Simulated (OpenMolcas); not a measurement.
# Ni2+: effect of the metal basis

Ni2+ with its 6 nearest fluoride ions at 1.995 Å, on the Mg site of KMgF3 (a = 3.973 Å, distance in the model lattice 1.986 Å). The rest of the host is ab initio model potentials to 7.6 Å and point charges beyond; the distance is set by hand and nothing relaxes.

```yaml
Program: OpenMolcas 26.06
Method: "SS-CASPT2, IPEA 0.25 Eh, imaginary shift 0.1 Eh (closed shells correlated: 3s 3p and the ligand valence shells)"
Spin-orbit_coupling: state interaction with AMFI integrals over the reference wave functions
```

Fixed: ligand basis ANO-RCC-VDZP, active space 8 electrons in 5 orbitals (3d), DKH2 Hamiltonian.

States (labels of O, the rotations of Oh). Energies in cm-1 above the lowest state or level, χT in cm3 K/mol.

```tsv
Run	Metal basis	Ground state	First state of that spin	First gap with spin-orbit (degeneracies)	χT at 300 K	First state of another spin	Cost
A	ANO-RCC-VDZP	3A2	3T2 9150	8820 (3, 2)	1.337	1E 14750	roughly 80 core-seconds
B	ANO-RCC-VTZP	3A2	3T2 9020	8700 (3, 2)	1.338	1E 14390	roughly 2.6 core-minutes
```

Against A, the first state of the same spin changes by -1.4 % in B.

Costs are those of the CASPT2 steps.

Roots that are degenerate in the reference are averaged as groups; the widest CASPT2 spread within a group is 480 cm-1 (the 3-fold group of multiplicity 3 near 14500 cm-1 above the lowest state of its run, B). Shifts and gaps below about the spread of the groups concerned are not significant. Over all roots computed the reference weight is 0.73 to 0.74 in A, 0.73 to 0.74 in B; a low but even weight reflects the number of correlated electrons. A single d shell leaves out the double-shell effect, which counts most for late 3d ions, where the CASPT2 field can be off either way by tens of per cent. Ligand-to-metal charge-transfer states are missing. These CASPT2 states fit no ligand-field parameters well, so their order and spin gaps are uncertain. For late 3d ions with one d shell CASPT2 can put B and the spin-flip bands somewhat low as well as high. With one d shell and no ligand orbital active, 10Dq can be off by tens of per cent for divalent 3d ions, low with halides held by bare charges and at times high in hosts, and the orbital part of g and χT goes as 1/10Dq. Free-ion shares, where given, are those of the reference states; single-state CASPT2 does not remix them. No measured value stands beside these numbers; the geometry was set by hand and not optimised.
